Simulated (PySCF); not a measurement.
**EPR parameters of C4H4N3**

Species: C4H4N3 (doublet state).
Geometry (GFN2-xTB, Å), atoms numbered from 1 in this order:
```xyz
11
C4H4N3 angstrom
C      1.8663   -0.7071   -0.0553
N      0.7902   -0.4045    0.5015
C     -0.0636    0.6169    0.1441
N      0.3852    1.8226    0.1263
C     -1.4068    0.2159   -0.1420
C     -1.7558   -1.1072   -0.2802
N     -2.0443   -2.2223   -0.3838
H      2.2377   -0.2346   -0.9656
H      2.4600   -1.4985    0.3802
H     -0.3177    2.5515    0.0612
H     -2.1457    0.9702   -0.3723
```

The hyperfine couplings belong to this conformer and change with its torsions.

Identity: `[H]/N=C(\[CH]C#N)N=C` [radical].

Level of theory: UKS B3LYP, pcH-1 on C H N, non-relativistic, mean-field spin-orbit, GIAO in PySCF. The structure is a single GFN2-xTB conformer in the gas phase; no vibrational or solvent corrections. A GFN2-xTB geometry isn't a minimum of the functional, and hyperfine couplings can be far from their values at a DFT geometry. The frame is twisted about the N2–C3 bond at this geometry (dihedral C1–N2–C3–N4 = -58°); couplings at other torsion angles weren't computed. The SCF solution wasn't tested for stability. ⟨S²⟩ is 0.778 where a pure state has 0.75.

```json
{
  "g1, g2, g3": "2.00221, 2.00367, 2.00454",
  "g_iso": "2.00347",
  "Form of g": "rhombic: the two nearest values differ by 37 % of g3 − g1",
  "⟨S²⟩": "0.7781 (exact 0.7500)",
  "α and β electrons": "25, 24"
}
```

Hyperfine couplings atom by atom, in G; T1 to T3 are the principal values of the dipolar part; ρ(0) is the spin density at the nucleus (MHz turned into gauss with g_iso; 10 G = 1 mT):

| atom | isotope | a_iso | T1 | T2 | T3 | Mulliken spin population | ρ(0) (bohr⁻³) |
| --- | --- | --- | --- | --- | --- | --- | --- |
| C1 | 13C | -3.7 | -1.3 | 0.6 | 0.7 | -0.02 | -0.0091 |
| N2 | 14N | -1.2 | -0.6 | 0.1 | 0.5 | 0.01 | -0.0105 |
| C3 | 13C | -14.6 | -7.6 | 2.9 | 4.7 | -0.17 | -0.0365 |
| N4 | 14N | 4.3 | -5.8 | -5.6 | 11.4 | 0.35 | 0.0371 |
| C5 | 13C | 22.0 | -20.2 | -20.1 | 40.3 | 0.71 | 0.0549 |
| C6 | 13C | -18.4 | -6.5 | -0.5 | 7.0 | -0.19 | -0.0458 |
| N7 | 14N | 2.8 | -5.8 | -4.4 | 10.3 | 0.34 | 0.0241 |
| H8 | 1H | 1.1 | -0.7 | -0.2 | 0.9 | 0.00 | 0.0007 |
| H9 | 1H | 1.4 | -0.3 | 0.0 | 0.3 | 0.00 | 0.0009 |
| H10 | 1H | -8.1 | -5.5 | -1.8 | 7.3 | -0.01 | -0.0051 |
| H11 | 1H | -16.7 | -8.7 | -0.8 | 9.5 | -0.03 | -0.0105 |

Largest spin populations (Mulliken): C5 (+0.71), N4 (+0.35), N7 (+0.34) and C6 (-0.19). Three atoms exceed +0.15. The positive populations add up to 1.42 and the negative ones to -0.42, together 2S = 1. The angles at C5 add up to 359.6°, so it is planar; its axial dipolar tensor and the negative coupling of its proton fit spin in a p orbital normal to that plane.

Axes: g2 points within 6° of the C3–C5 bond.

Under fast tumbling the dipolar parts average out, and these isotropic splittings remain (the largest six): 1 × 1H (H11, I = 1/2, 2 lines) with 1.67 mT, 1 × 1H (H10, I = 1/2, 2 lines) with 0.81 mT, 1 × 14N (N4, I = 1, 3 lines) with 0.43 mT, 1 × 14N (N7, I = 1, 3 lines) with 0.28 mT, 1 × 1H (H9, I = 1/2, 2 lines) with 0.14 mT and 1 × 14N (N2, I = 1, 3 lines) with 0.12 mT.

The 13C coupling of C5 (61.7 MHz) shows only in satellite lines or after enrichment, since that isotope makes up about 1.07 % of natural carbon.
